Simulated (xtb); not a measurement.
xtb input (GFN2-xTB):

```bash
xtb mol.xyz --gfn 2 --sp --chrg 1 --uhf 0
```
mol.xyz:
```
4

W      0.18774383     0.02194714     0.25092013
O      1.39461519    -0.81431537    -0.57026527
O     -0.69629403    -1.18117543     1.02628591
Cl    -1.14585957     0.84351987    -1.30683853
```

End of the output:

```
         :::::::::::::::::::::::::::::::::::::::::::::::::::::
         ::                     SUMMARY                     ::
         :::::::::::::::::::::::::::::::::::::::::::::::::::::
         :: total energy             -14.619876795289 Eh    ::
         :: gradient norm              0.035071037500 Eh/a0 ::
         :: HOMO-LUMO gap              1.688508787754 eV    ::
         ::.................................................::
         :: SCC energy               -14.669400040337 Eh    ::
         :: -> isotropic ES           -0.092257736693 Eh    ::
         :: -> anisotropic ES          0.003461311887 Eh    ::
         :: -> anisotropic XC         -0.001096767781 Eh    ::
         :: -> dispersion             -0.002636944647 Eh    ::
         :: repulsion energy           0.049523245048 Eh    ::
         :: add. restraining           0.000000000000 Eh    ::
         :: total charge               1.000000000000 e     ::
         :::::::::::::::::::::::::::::::::::::::::::::::::::::

           -------------------------------------------------
          |                Property Printout                |
           -------------------------------------------------

    * Orbital Energies and Occupations

         #    Occupation            Energy/Eh            Energy/eV
      -------------------------------------------------------------
         1        2.0000           -1.3756338             -37.4329
         2        2.0000           -0.9779898             -26.6125
         3        2.0000           -0.9343362             -25.4246
         4        2.0000           -0.8162938             -22.2125
         5        2.0000           -0.7347722             -19.9942
         6        2.0000           -0.7226590             -19.6646
         7        2.0000           -0.7106647             -19.3382
         8        2.0000           -0.6981945             -18.9988
         9        2.0000           -0.6890577             -18.7502
        10        2.0000           -0.6858423             -18.6627
        11        2.0000           -0.6760200             -18.3954
        12        2.0000           -0.6702650             -18.2388 (HOMO)
        13                         -0.6082134             -16.5503 (LUMO)
        14                         -0.5173718             -14.0784
        15                         -0.4683523             -12.7445
        16                         -0.4347590             -11.8304
        17                         -0.4223840             -11.4937
Note: The following floating-point exceptions are signalling: IEEE_UNDERFLOW_FLAG IEEE_DENORMAL
normal termination of xtb
        18                         -0.3700518             -10.0696
        19                         -0.2509412              -6.8285
        20                         -0.2494369              -6.7875
        21                         -0.2388525              -6.4995
        22                         -0.2316903              -6.3046
        23                         -0.2281810              -6.2091
       ...                                ...                  ...
        26                          0.3712589              10.1025
      -------------------------------------------------------------
                  HL-Gap            0.0620516 Eh            1.6885 eV
             Fermi-level           -0.6392392 Eh          -17.3946 eV

     #   Z          covCN         q      C6AA      α(0)
     1  74 W        2.525     1.507   344.832    40.956
     2   8 O        0.830    -0.367    21.045     6.150
     3   8 O        0.830    -0.367    21.045     6.150
     4  17 Cl       0.865     0.227    92.602    14.722

 Mol. C6AA /au·bohr⁶  :       1359.153861
 Mol. C8AA /au·bohr⁸  :     112612.094466
 Mol. α(0) /au        :         67.977523

Wiberg/Mayer (AO) data.
largest (>0.10) Wiberg bond orders for each atom

 ---------------------------------------------------------------------------
     #   Z sym  total        # sym  WBO       # sym  WBO       # sym  WBO
 ---------------------------------------------------------------------------
     1  74 W    5.699 --     2 O    2.084     3 O    2.084     4 Cl   1.531
     2   8 O    2.540 --     1 W    2.084     4 Cl   0.231     3 O    0.225
     3   8 O    2.540 --     1 W    2.084     4 Cl   0.231     2 O    0.225
     4  17 Cl   1.993 --     1 W    1.531     3 O    0.231     2 O    0.231
 ---------------------------------------------------------------------------

Topologies differ in total number of bonds
Writing topology from bond orders to xtbtopo.mol

molecular dipole:
                 x           y           z       tot (Debye)
 q only:       -0.441       1.808      -0.162
   full:       -0.511       2.238      -0.155       5.849
molecular quadrupole (traceless):
                xx          xy          yy          xz          yz          zz
 q only:       -0.830      -0.527      -1.111       5.170       0.174       1.941
  q+dip:       -0.569       0.375      -1.753       4.739       1.035       2.322
   full:       -0.584       0.456      -1.884       4.957       1.149       2.467

           -------------------------------------------------
          | TOTAL ENERGY              -14.619876795289 Eh   |
          | GRADIENT NORM               0.035071037500 Eh/α |
          | HOMO-LUMO GAP               1.688508787754 eV   |
           -------------------------------------------------

------------------------------------------------------------------------
------------------------------------------------------------------------
 total:
 SCF:
```
